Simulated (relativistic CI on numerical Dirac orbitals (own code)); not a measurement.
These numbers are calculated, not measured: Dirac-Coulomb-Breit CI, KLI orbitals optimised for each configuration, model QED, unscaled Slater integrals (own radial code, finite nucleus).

Configurations in the expansion (outside the closed core 1s2): 2s2 2p4, 2s 2p5, 2p6, 2p5 3s, 2p5 3p, 2p5 3d, 2s2 2p3 3s, 2s2 2p3 3p, 2s2 2p3 3d, 2s 2p4 3s, 2s 2p4 3p, 2s 2p4 3d, 2s2 2p3 4s, 2s2 2p3 4p, 2s2 2p3 4d, 2s2 2p3 4f, 2s 2p4 4s, 2s 2p4 4p, 2s 2p4 4d, 2s 2p4 4f, 2s2 2p2 3s2, 2s2 2p3 5s, 2s2 2p2 3s 3p, 2s2 2p3 5p, 2s2 2p3 5d, 2s2 2p3 5f, 2s2 2p3 5g, 2s2 2p2 3p2, 2s2 2p2 3s 3d, 2s2 2p2 3p 3d, 2s 2p3 3s2, 2s2 2p2 3d2, 2s 2p3 3s 3p, 2s 2p4 5s, 2s 2p3 3p2, 2s 2p3 3s 3d. Levels of other configurations are missing.

At this charge energies of transitions that change n are usually good to better than 1 %, and those within a shell (Δn = 0) to a few per cent.

Outline of the computed level scheme of Rb XXX. Lowest level of each configuration: 2s2 2p4 3P_2 at 0.00 eV; 2s 2p5 3P°_2 at 221.20 eV; 2p6 1S_0 at 499.18 eV; 2s2 2p3 3s 5S°_2 at 1917.62 eV; 2s2 2p3 3p 5P_1 at 1964.31 eV; 2s2 2p3 3d 3D°_2 at 2035.88 eV.

Some strong electric-dipole decays among the lowest 45 levels: 2s2 2p3 3d 3D°_3 → 2s2 2p4 3P_2 (7.5e+13 s⁻¹); 2s2 2p3 3d 3D°_1 → 2s2 2p4 3P_0 (5.2e+13 s⁻¹); 2s2 2p3 3d 3D°_2 → 2s2 2p4 3P_2 (3.2e+13 s⁻¹); 2s2 2p3 3s 1D°_2 → 2s2 2p4 1D_2 (9.7e+12 s⁻¹); 2s2 2p3 3s 3S°_1 → 2s2 2p4 3P_2 (9.6e+12 s⁻¹); 2s2 2p3 3d 5D°_1 → 2s2 2p4 3P_2 (9.3e+12 s⁻¹); 2s2 2p3 3s 3D°_1 → 2s2 2p4 3P_1 (8.8e+12 s⁻¹); 2s2 2p3 3s 1P°_1 → 2s2 2p4 3P_0 (7.2e+12 s⁻¹).

LS names give the leading component of a level, which can be under half, so a name can repeat, a term be missing and a line seem to break the LS rules.
